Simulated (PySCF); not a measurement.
# Worked example: entropy of an ideal gas

Ti(OH)3 (H3O3Ti), SMILES [OH][Ti+]([OH])[OH], charge +1, multiplicity 1.

Coordinates come from a PBE0-D3(BJ)/def2-SVP optimisation. The multiplicity is an assumed one; other spin states were not compared. The isomer is the one that the SMILES or the coordinates give; other isomers of the formula were not compared. The values are those of a single conformer.

PBE0-D3(BJ)/def2-SVP (PySCF) gives the harmonic wavenumbers 132, 216, 216, 234, 372, 372, 486, 486, 556, 866, 936, 936, 3838, 3838, 3861 cm⁻¹ and the rotational temperatures 0.2994, 0.2994, 0.1608 K. The molar mass is 98.89 g/mol, the symmetry number 3, the spin multiplicity 1.

### Question
Work out the entropy at 298.15 K and 1 atm in the rigid-rotor, harmonic-oscillator model.

### Answer

Translation (Sackur–Tetrode at 1 atm): S = R[1.5 ln M + 2.5 ln T − 1.16487] = 166.0 J/(mol K).
Rotation: q = (√π/σ) T^1.5/√(θA θB θC) = 25300, S = R[ln q + 3/2] = 96.8 J/(mol K).
Vibration: with u = 1.4388 ν/T, each mode gives R[u/(e^u − 1) − ln(1 − e^−u)]:
| ν (cm⁻¹) | modes | u | S (J/(mol K)) |
|---|---|---|---|
| 132 | 1 | 0.64 | 12.20 |
| 216 | 2 | 1.04 | 16.67 |
| 234 | 1 | 1.13 | 7.73 |
| 372 | 2 | 1.80 | 8.97 |
| 486 | 2 | 2.35 | 5.81 |
| 556 | 1 | 2.68 | 2.23 |
| 866 | 1 | 4.18 | 0.67 |
| 936 | 2 | 4.52 | 1.01 |
The stiffer modes add less than 0.005 each. Sum 55.3 J/(mol K).
Spin: R ln 1 = 0.0 J/(mol K).
Total 318.1 J/(mol K); the program's own thermochemistry gives 318.1. Translation makes up 52 % and vibration 17 %. Anharmonicity, hindered rotation and orbital degeneracy are left out.
